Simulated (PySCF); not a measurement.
PbFBr, SMILES [F][Pb][Br] (connectivity only; charge and spin as stated), neutral, multiplicity 1. Geometry: PBE0-D3(BJ)/def2-TZVP. The def2 effective core potentials stand for the cores of Pb; spin–orbit coupling is left out.

All values below come from PBE0-D3(BJ)/def2-TZVP in PySCF.

Harmonic wavenumbers (cm⁻¹): 116, 215, 533. Rotational constants (GHz): 7.332, 1.226, 1.050; symmetry number 1.

Problem. Work out the zero-point energy and the ideal-gas rigid-rotor harmonic-oscillator thermochemistry at 298.15 K and 1 atm.

Solution. ZPE = ½ Σ hcν = ½ × 864 cm⁻¹ = 5.17 kJ/mol. H − E(el) = 18.87 kJ/mol. Entropy in J/(mol K): translation 180.13, rotation 116.83, vibration 24.04, total 321.01. G − E(el) = -76.83 kJ/mol. Cp = 53.89 J/(mol K). Modes under 150 cm⁻¹ make the vibrational entropy uncertain.
